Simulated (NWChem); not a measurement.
## Correlation energy of HSn

```
Sn
H 1 1.8080
```
Charge 0, spin multiplicity 2.

The numbers come from NWChem runs, not from measurements. All single points use one geometry, from UPBE/def2-SVP with def2 effective core potentials on Sn, a minimum by its harmonic frequencies.

Basis set: def2-TZVP. Each correlation energy counts from its own Hartree-Fock reference.

Effective core potentials replace the inner electrons of Sn; spin-orbit coupling is left out. The correlated methods keep 4 core orbitals frozen. This spin state was chosen for the runs; another may lie lower. The structure started from a generated list of species. The unpaired electrons of the parent sit in orbitals of symmetry b2 (C2v labels of the run); other states weren't searched. No SCF solution was tested for a lower state. Open-shell Hartree-Fock references start from PBE0 orbitals. Coupled-cluster values serve here as a point of comparison, not as the truth.

```json
[
 {"method": "UMP2", "correlation energy (mHa)": "___"},
 {"method": "SCS-UMP2", "correlation energy (mHa)": "___"},
 {"method": "CCSD on UHF", "correlation energy (mHa)": "-290.0"},
 {"method": "CCSD[T] on UHF", "correlation energy (mHa)": "___"},
 {"method": "CCSD(T) on UHF", "correlation energy (mHa)": "-296.9"},
 {"method": "CCSD on ROHF", "correlation energy (mHa)": "-293.5"},
 {"method": "CCSD[T] on ROHF", "correlation energy (mHa)": "-301.3"},
 {"method": "CCSD(T) on ROHF", "correlation energy (mHa)": "___"}
]
```

Question: What belongs in the gaps?

Answer: 
- UMP2, correlation energy (mHa): -285.4
- SCS-UMP2, correlation energy (mHa): -260.2
- CCSD[T] on UHF, correlation energy (mHa): -297.6
- CCSD(T) on ROHF, correlation energy (mHa): -300.7
